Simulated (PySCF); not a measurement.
# Polarisability and C₆ of Ag²⁺ (silver, charge +2)

[Kr] 4d8 5s1, high-spin 4F determinant (an excited configuration). Computed with PySCF 2.14 in aug-cc-pVTZ-PP with ECP28MDF (6s6p5d3f2g, 88 functions), with a scalar-relativistic core potential. Coupled (time-dependent) response in atomic units; α is the mean over directions.

```tsv
method	mean α (bohr³)	C₆ (like pair)	S(−4)
r2SCANh	17.82	95.59	200.6
```

S(−4) is the Cauchy moment in α(ω) = α(0) + S(−4) ω² + …

Spin-orbit coupling is absent.

α(iu) at r2SCANh:

```
u (hartree)  α(iu) (bohr³)
          0          17.82
     0.0500          17.33
      0.100          16.07
      0.200          12.76
      0.300          9.975
      0.500          6.726
      0.750          4.792
       1.00          3.727
       1.50          2.525
       2.00          1.840
       3.00          1.095
       5.00         0.5009
```

A single London oscillator, α(iu) = α/(1 + u²/ω²), gives C₆ = (3/4) ω α². Matching the computed C₆ needs ω = 4 × 95.59 / (3 × 17.82²) = 0.401 hartree.

For an ion, C₆ is the dispersion term alone; charge-induced terms of lower order in 1/R come first.

Energies and moments cover only the electrons outside the core potential.
